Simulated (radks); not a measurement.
Results of a calculation; reference values are marked as such.
Sr3.2+, configuration [Ar] 3d10 4s(up 1, down 0.8) 4p5 (fractional occupations, a model configuration). Level of theory: scalar-relativistic Kohn-Sham, PBE, spin-polarised, spherical densities, point nucleus; open shells are filled with parallel spins first (spin-orbit coupling, left out, can overturn this in heavy ions) (a radial shooting solver on a logarithmic mesh with Libxc functionals).

Radial electron density D(r) = 4 pi r^2 rho(r):

r (bohr),D(r) (e/bohr),spin D(r)
0.001717,1.565,0.000360
0.002218,2.464,0.000566
0.002888,3.889,0.000893
0.003731,5.964,0.00137
0.004858,9.091,0.00209
0.006275,13.35,0.00307
0.008171,19.20,0.00443
0.01064,26.45,0.00617
0.01374,34.23,0.00821
0.0179,41.70,0.0107
0.02312,46.52,0.0139
0.0301,47.28,0.0192
0.03889,44.06,0.0292
0.05063,40.10,0.0485
0.06593,40.97,0.0771
0.08517,48.47,0.101
0.1109,56.71,0.0939
0.1433,55.03,0.0410
0.1865,42.58,-0.00427
0.241,33.62,0.0642
0.3138,37.11,0.226
0.4086,41.36,0.238
0.5278,32.61,0.0460
0.6872,17.17,0.0554
0.8877,8.793,0.534
1.156,7.035,1.05
1.493,5.454,0.962
1.944,2.544,0.455
2.532,0.6302,0.107
3.27,0.08040,0.0125
4.258,0.003780,0.000497

D(r) has 3 maxima, at r = 0.0276, 0.122, 0.396 bohr, and minima at 0.0562, 0.253 bohr, inside which lie 2.05, 11.04 electrons.
